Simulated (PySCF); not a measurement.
Predicted microwave data (PBE0/pcSseg-1 in PySCF (dipole) on a GFN2-xTB geometry, gas phase) for one isomer of C5H8ClNSi2:

| Quantity | Value |
| --- | --- |
| Rotational constants | A = 3196, B = 435.0, C = 386.1 MHz |
| Dipole components | \|μa\| = 4.67 D, \|μb\| = 0.42 D, \|μc\| = 0.00 D |
| Inertial defect | -11.12 u·Å² |
| κ | -0.97 |

Task: Which candidate fits, each taken in the one conformer that was computed?
A. `[Cl:1][SiH2:2][SiH2:3][c:4]1[cH:5][cH:6][cH:7][cH:8][n:9]1` with Cl1–Si2–Si3–C4 179°, Si2–Si3–C4–C5 -179°
B. `[H]/[N:1]=[CH:2]\[C:3]#[C:4][C@@H:5]1[SiH2:6][C@@H:7]1[SiH2:8][Cl:9]` with Si6–C7–Si8–Cl9 96°

Result: A. It is Cl[SiH2][SiH2]c1ccccn1, a near-prolate asymmetric top, point group Cs. The candidates at the same level (rigid rotor, commonest isotopes):

| SMILES | A (MHz) | B (MHz) | C (MHz) | μa (D) | μb (D) | μc (D) | Δ (u·Å²) | point group | rotor |
| --- | --- | --- | --- | --- | --- | --- | --- | --- | --- |
| Cl[SiH2][SiH2]c1ccccn1 | 3196 | 435.0 | 386.1 | 4.67 | 0.42 | 0.00 | -11.12 | Cs | near-prolate asymmetric top |
| [H]/N=C\C#C[C@@H]1[SiH2][C@@H]1[SiH2]Cl | 1225 | 566.5 | 418.8 | 1.48 | 3.66 | 0.46 | -97.82 | C1 | asymmetric top |

`[H]/N=C\C#C[C@@H]1[SiH2][C@@H]1[SiH2]Cl` has A 62 % too low. In the right answer the mirror of this Cs structure is the ab plane, so μc vanishes by symmetry (the 0.01 D computed is a residue). No structure here is proved a minimum.
